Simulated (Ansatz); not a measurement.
Ansatz (a quantum-chemistry and plane-wave program) input (CCSD(T)/cc-pwCVTZ): A basis named .json is the Basis Set Exchange file of that set (core-valence sets with the plain set on hydrogen).

Ansatz 0.2 input:
```yaml
crystal:
  periodic: [false, false, false]
  atoms:
    - {symbol: H, position_ang: [0.00000000, 0.00000000, 0.00000000]}
basis:
  gaussian:
    orbitals: cc-pwCVTZ.json
magnetization: {spin_polarized: true, initial_magnetization: 1}
correlation: {method: ccsd_t, frozen_orbitals: {H: 0}}
scf: {lower_state_search: full}
```

Output:

```
Functional definition: HF
integrals: 0.00 GiB planned
65 factors; integrals over basis functions are off by at most 1.6e-4 eV
mean field: 0.03 GiB planned
mean field evaluation 1: about -13.5529 eV, gradient 1.7e0 eV
mean field evaluation 2: about -13.5529 eV, gradient 1.7e0 eV
mean field evaluation 4: about -13.6007 eV, gradient 2.7e-3 eV
mean field evaluation 8: about -13.6005 eV, gradient 3.0e-11 eV
mean field evaluation 16: about -13.5529 eV, gradient 1.7e0 eV
mean field -13.60051782 eV, -0.4998098113 hartree, gradient 2.0e-7 eV, S^2 0.750000; 2 other end points of the search recorded, 0 dependent functions left out
reference -13.60051782 eV, -0.4998098113 hartree; 1, 0 occupied and 13, 14 virtual orbitals, 65 factors
second order 0.00000000 eV of doubles, -0.00000000 eV of singles
coupled cluster: 0.03 GiB planned
cycle   1  -0.00000000 eV  change  -9.8e-17 eV  update   1.2e-9
perturbative correction 0.00000000 eV, 0.0000000000 hartree
Total energy: -13.60051782 eV, -0.4998098113 hartree
```
